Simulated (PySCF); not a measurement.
**Polarisability and C₆ of Be⁺ (beryllium, charge +1)**

[He] 2s1, 2S determinant. Computed with PySCF 2.14 in dyall-av3z (15s9p4d2f, 76 functions), with the non-relativistic Hamiltonian (point nucleus). Coupled (time-dependent) response in atomic units; α is the mean over directions.

```
   method  mean α (bohr³)  C₆ (like pair)  S(−4)
      UHF           24.94           71.13   1139
      PBE           21.53           57.33  848.9
     PBE0           22.24           60.11  906.0
CAM-B3LYP           21.80           57.79  889.8
  LC-wPBE           23.26           63.90   1001
```

S(−4) is the Cauchy moment in α(ω) = α(0) + S(−4) ω² + …

α(iu) at LC-wPBE:

| u (hartree) | α(iu) (bohr³) |
| --- | --- |
| 0 | 23.26 |
| 0.0500 | 21.01 |
| 0.100 | 16.33 |
| 0.200 | 8.846 |
| 0.300 | 5.190 |
| 0.500 | 2.396 |
| 0.750 | 1.254 |
| 1.00 | 0.7870 |
| 1.50 | 0.4098 |
| 2.00 | 0.2608 |
| 3.00 | 0.1414 |
| 5.00 | 0.06668 |

A single London oscillator, α(iu) = α/(1 + u²/ω²), gives C₆ = (3/4) ω α². Matching the computed C₆ needs ω = 4 × 63.90 / (3 × 23.26²) = 0.157 hartree.

For an ion, C₆ is the dispersion term alone; charge-induced terms of lower order in 1/R come first.
